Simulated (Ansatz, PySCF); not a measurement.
The pair A = CH3F (SMILES CF) (first 5 atoms), B = CH2O (SMILES C=O); geometry from B3LYP-D3(BJ)/def2-TZVP.
(charge 0, multiplicity 1):
```csv
atom,x (Å),y (Å),z (Å)
C,-0.5414,-0.1869,-0.1505
F,-0.4407,1.0388,0.5134
H,-0.5796,-0.9803,0.5948
H,-1.4522,-0.1788,-0.7491
H,0.3335,-0.3031,-0.7900
C,-0.3891,0.4197,3.2113
O,-0.4717,-0.7769,3.1502
H,-1.2827,1.0675,3.2748
H,0.5854,0.9417,3.2116
```

Frozen-core correlation. MP2 and its Hartree–Fock in aug-cc-pVQZ are density fitted. Rows in 6-31G* carry no dispersion term and start afresh at each structure (6-31G* with six Cartesian d functions). MP2/6-31G* freezes PySCF's default core.

Run with Ansatz (a first-principles code) with Gaussian orbitals; PySCF for 6-31G* rows. Values without a source in brackets are computed.

Total energies (hartree), monomers frozen at their geometry in the pair:

```csv
structure,MP2/6-31G*,MP2/aug-cc-pVQZ,CCSD(T)/aug-cc-pVDZ
AB,-253.5096881,-253.9345526,-253.6968080
A in the pair's basis,-139.3387439,-139.5811673,-139.4474155
B in the pair's basis,-114.1682883,-114.3485401,-114.2452489
A,-139.3357655,-139.5810044,-139.4466983
B,-114.1671174,-114.3483437,-114.2443628
```

### Question
Work out the interaction energy without and with the counterpoise correction, and the superposition error, for each level.

### Answer

E(AB) − E(A) − E(B), times 627.509 kcal/mol, with the monomers in their own basis and then in the pair's basis:
- MP2/6-31G*: -4.27 uncorrected, -1.67 corrected; the monomers gain 2.60 kcal/mol from borrowed functions
- MP2/aug-cc-pVQZ: -3.27 uncorrected, -3.04 corrected; the monomers gain 0.23 kcal/mol from borrowed functions
- CCSD(T)/aug-cc-pVDZ: -3.61 uncorrected, -2.60 corrected; the monomers gain 1.01 kcal/mol from borrowed functions
